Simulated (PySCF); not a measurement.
Method: PySCF 2.14.0 with PBE-D3(BJ)/def2-TZVP // PBE-D3(BJ)/def2-SVP. Isolated molecules, 0 K electronic values unless said otherwise. Excitations are Tamm–Dancoff values on a coarser integration grid. The basis has no diffuse functions, so Rydberg states are missing or too high.

Reference species (SMILES): `c12c(ccc([SiH3])c2ccs1)C#C` (neutral, multiplicity 1).

```json
{
  "S1 excitation (TDA)": "3.69 eV",
  "brightest of the four lowest singlets (TDA)": "4.60 eV",
  "dipole_moment": "0.44 D",
  "S1–T1 gap (TDA)": "0.95 eV"
}
```

Changed species: `C#Cc1cc2ccc([SiH3])cc2s1`.

**Question.** What does the change do to the S1 excitation (TDA), brightest of the four lowest singlets (TDA), dipole moment and S1–T1 gap (TDA)?

**Answer.** the S1 excitation (TDA) rises by 0.08 eV, to 3.77 eV; the brightest of the four lowest singlets (TDA) falls by 0.49 eV, to 4.11 eV; the dipole moment goes up by 0.57 D, to 1.01 D; the S1–T1 gap (TDA) rises by 0.16 eV, to 1.11 eV.
